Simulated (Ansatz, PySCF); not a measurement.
Dissociation curve of OBe, singlet.

- RHF/cc-pVDZ (Ansatz, a quantum-chemistry and plane-wave program)
- UKS-B3LYP/6-311+G** = unrestricted B3LYP/6-311+G**, spherical d (PySCF)
- UKS-CAM-B3LYP = unrestricted CAM-B3LYP/cc-pVDZ in Ansatz
- RCCSD(T) = CCSD(T) on RHF/cc-pVDZ, frozen core run with Ansatz

Energies are in kcal/mol, each relative to the lowest point of its own curve between 1.17 and 1.62 Å, where full CI is lowest.

| R / Å | RHF | UKS-B3LYP/6-311+G** | UKS-CAM-B3LYP | RCCSD(T) |
|---|---|---|---|---|
| 1.17 | 16.3 | 18.4 | 20.2 | 27.5 |
| 1.26 | 0.9 | 2.5 | 3.1 | 6.5 |
| 1.34 | 0.0 | 0.0 | 0.0 | 0.0 |
| 1.41 | 5.4 | 3.5 | 3.3 | 0.3 |
| 1.47 | 13.1 | 9.2 | 9.1 | 3.4 |
| 1.52 | 20.7 | 15.1 | 15.4 | 7.4 |
| 1.57 | 29.1 | 20.5 | 17.5 | 12.3 |
| 1.62 | 37.7 | 25.1 | 20.2 | 18.0 |
| 1.69 | 49.0 | 30.9 | 25.3 | 26.9 |

At the longest distance, 1.69 Å, RHF lies highest above its minimum (49.0 kcal/mol) and UKS-CAM-B3LYP lowest (25.3 kcal/mol).

The scan ran from 1.17 to 5.46 Å; beyond the distances shown full CI changes its symmetry label. The restricted form behind RHF keeps the bonding electrons paired and can't separate into open-shell fragments. The unrestricted determinant behind UKS-B3LYP/6-311+G** is spin-contaminated at 1.52 to 1.69 Å (<S²> up to 1.0, against 0.00 for a pure singlet). The unrestricted determinant behind UKS-CAM-B3LYP is spin-contaminated at 1.57 to 1.69 Å (<S²> up to 1.0, against 0.00 for a pure singlet). The T1 diagnostic of CCSD on the restricted reference of RCCSD(T) exceeds 0.045 at 1.34 to 1.69 Å.
